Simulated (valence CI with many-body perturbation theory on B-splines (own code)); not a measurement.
# K¹³⁺: key properties

Level of theory: relativistic CI+MBPT: four valence electrons over a frozen Dirac-Fock core [He], radial functions for each j: 9 s, 9 p, 8 d, 6 f, 3 g, 1 h, with the one-electron correlation potential Σ1 (screened to all orders), the two-electron term Σ2, the three-electron term Σ3, Breit, model QED; selected single and double excitations, second order for the rest, scaled by the run's own slope (own B-spline code, finite nucleus).

No measured levels were compared; by estimate levels of excited configurations hold to 0.05 to 0.15 % of their energy, terms of the ground configuration to about 0.5 %. Among the levels kept, up to 340 cm⁻¹ of a level comes from second order outside the variational space, and about a tenth of that is noise between levels of different J, which matters for small intervals.

Rates and lifetimes use the calculated energies. Strong lines usually hold to 10 to 20 %, long lifetimes can be off by a factor of two.

(1) What is the ground level?

(2) Among levels below 35.689 Ry, which E1 lines absorb most strongly from the ground level?

(3) How well does LS coupling describe the low levels?

(4) Name the longest-lived excited levels whose lifetime is computed, and their main decay.

(5) What is the ionisation energy?

(6) Where does the other parity begin?

(7) How is the term 3P of the ground level split?

Answers

(1) 2s2 2p2 3P_0, composition 96 % 2s2 2p2 3P + 2 % 2s2 2p2 1S.

(2) to 2s2 2p 3d 3D°_1 at 2.569 nm, f = 1.19; to 2s 2p3 3D°_1 at 21.76 nm, f = 0.0741; to 2s 2p3 3S°_1 at 14.75 nm, f = 0.0609.

(3) Among the lowest 20 levels the leading LS term, summed over configurations, holds 98 % on average. For single configurations the figures are 97 % in LS and 69 % in jj coupling. Terms mix most in the J = 2 level at 4.923 Ry, where the leading one holds 95 %.

(4) 2s2 2p2 3P_1 at 0.121 Ry lives 24.4 ms, mostly by M1 to 2s2 2p2 3P_0; 2s2 2p2 3P_2 at 0.257 Ry lives 22.8 ms, mostly by M1 to 2s2 2p2 3P_1; 2s2 2p2 1D_2 at 0.876 Ry lives 1.28 ms, mostly by M1 to 2s2 2p2 3P_2.

(5) 786.81 eV; NIST lists 786.3 ± 0.3 eV (semi-empirical).

(6) At 2s 2p3 5S°_2, 2.282 Ry.

(7) J = 0 at 0.000, J = 1 at 0.121, J = 2 at 0.257 Ry.
